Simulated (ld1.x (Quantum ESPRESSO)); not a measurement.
# What one change does to a pseudopotential (fluorine (F), TM)

* Element: F (Z = 9)
* Generator: ld1.x (Quantum ESPRESSO) 7.5
* Type: norm-conserving Troullier–Martins (Kleinman–Bylander form)
* Functional: LDA (PZ)
* Relativity: scalar-relativistic
* Frozen core: [He]
* Valence charge: 7
* Reference configuration: 2s1.75 2p5.25
* Partial waves: 2s (bound): rc 0.60 bohr; 2p (bound): rc 1.40 bohr; 3d channel at 0.4 Ry: rc 1.50 bohr
* Local potential: the d channel
* Core correction: none

Change: all radii scaled by about 0.74 (s 0.44, p 1.04, d 1.10 bohr).

Cutoffs: the cutoffs (Ry, on a coarse ladder) from which the occupation-weighted sum of valence levels, in a spherical-Bessel basis at the reference potential, stays within 10 and 1 mRy of its value at 400 Ry; they do not see the model core or the augmentation charge, which bear on the density cutoff. Errors are all-electron minus pseudo energies relative to the spin-unpolarised reference configuration.

Q: What does the change do?

A: Of the 9 tests that both files solve, the error grows in 4 and shrinks in 4 by more than 15 % and 0.3 meV (median size 22.2 → 16.0 meV); neither file shows a bound ghost.

```csv
quantity,base,changed
"cutoffs, loose and tight","160 Ry, 260 Ry",not determined
bound ghosts,none,none
"error for 2s2 2p5, meV [ΔE -4.59 eV]",+1.8,+1.9
"error for 2s2 2p4, meV [ΔE 14.96 eV]",+43,+16
"error for 2s2 2p3, meV [ΔE 53.48 eV]",+257,+90
"error for 2s2 2p4.5, meV [ΔE 3.04 eV]",+12,+5.7
"error for 2s2 2p5.3, meV [ΔE -7.32 eV]",-0.7,+1.0
"error for 2s1 2p6, meV [ΔE 13.80 eV]",+15,+26
"error for 2s1 2p5, meV [ΔE 33.62 eV]",-27,+9.2
"error for 2s1.75 2p5.25 (spin-polarised), meV [ΔE -0.39 eV]",+25,+31
"error for 2s2 2p5 (spin-polarised), meV [ΔE -4.97 eV]",+22,+35
```
